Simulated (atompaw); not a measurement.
**How hard is this Zr PAW (atompaw) potential?**

- Element: zirconium (Zr)
- Generator: atompaw 4.2.0.5
- Type: PAW
- Functional: PBE
- Relativity: non-relativistic
- Frozen core: [Ar] 3d10
- Valence charge: 12
- Reference configuration: 4s2 4p6 4d2 5s1.5 5p0 (charge +0.5)
- Partial waves: 4s (bound): rc 1.60 bohr; 5s (bound): rc 2.55 bohr; 4p (bound): rc 1.85 bohr; 5p (bound, empty): rc 2.10 bohr; 4d (bound): rc 3.00 bohr; 4d channel at 2.6 Ry: rc 3.00 bohr
- Local potential: bessel scheme, radius 2.45 bohr
- Core correction: smooth core density matched at 2.50 bohr
- Augmentation charge: sinc compensation charge, radius 2.95 bohr; PAW radius 3.00 bohr; waves and projectors: custom rrkj vanderbiltortho

The pseudo-atom Hamiltonian at the reference potential is diagonalised in spherical Bessel functions j_l(qr) that vanish at 20 bohr, with q² up to the cutoff. All-electron valence levels (Ry): 4s -4.0699, 5s -0.5068, 4p -2.6016, 5p -0.2780, 4d -0.5148.

Question: How do the lowest levels (Ry) of each channel move with the cutoff, and are there ghosts?

Answer:

```json
{"cutoff (Ry)": "8", "s #1": "-3.9914", "s #2": "-0.4476", "p #1": "-2.4303", "p #2": "-0.2372", "p #3": "-0.0351", "d #1": "-0.5032", "d #2": "-0.0525", "f #1": "0.0199", "f #2": "0.1172", "Σ f·Δε (mRy)": "1296.6"}
{"cutoff (Ry)": "12", "s #1": "-4.0468", "s #2": "-0.4972", "p #1": "-2.5532", "p #2": "-0.2515", "p #3": "-0.0389", "d #1": "-0.5146", "d #2": "-0.0525", "f #1": "0.0199", "f #2": "0.1172", "Σ f·Δε (mRy)": "351.8"}
{"cutoff (Ry)": "18", "s #1": "-4.0681", "s #2": "-0.5064", "p #1": "-2.5944", "p #2": "-0.2655", "p #3": "-0.0426", "d #1": "-0.5148", "d #2": "-0.0526", "f #1": "0.0199", "f #2": "0.1172", "Σ f·Δε (mRy)": "47.4"}
{"cutoff (Ry)": "30", "s #1": "-4.0698", "s #2": "-0.5068", "p #1": "-2.6012", "p #2": "-0.2779", "p #3": "-0.0458", "d #1": "-0.5148", "d #2": "-0.0526", "f #1": "0.0199", "f #2": "0.1172", "Σ f·Δε (mRy)": "3.0"}
{"cutoff (Ry)": "40", "s #1": "-4.0699", "s #2": "-0.5068", "p #1": "-2.6015", "p #2": "-0.2779", "p #3": "-0.0458", "d #1": "-0.5148", "d #2": "-0.0526", "f #1": "0.0199", "f #2": "0.1172", "Σ f·Δε (mRy)": "0.9"}
{"cutoff (Ry)": "50", "s #1": "-4.0699", "s #2": "-0.5068", "p #1": "-2.6015", "p #2": "-0.2780", "p #3": "-0.0458", "d #1": "-0.5148", "d #2": "-0.0526", "f #1": "0.0199", "f #2": "0.1172", "Σ f·Δε (mRy)": "0.3"}
{"cutoff (Ry)": "400", "s #1": "-4.0700", "s #2": "-0.5068", "p #1": "-2.6016", "p #2": "-0.2780", "p #3": "-0.0458", "d #1": "-0.5148", "d #2": "-0.0526", "f #1": "0.0199", "f #2": "0.1172", "Σ f·Δε (mRy)": "0.0"}
```

Result: no extra level below or beside the all-electron valence levels (s, p, d, f tested); 10 mRy is reached at 25 Ry and 1 mRy at 40 Ry.
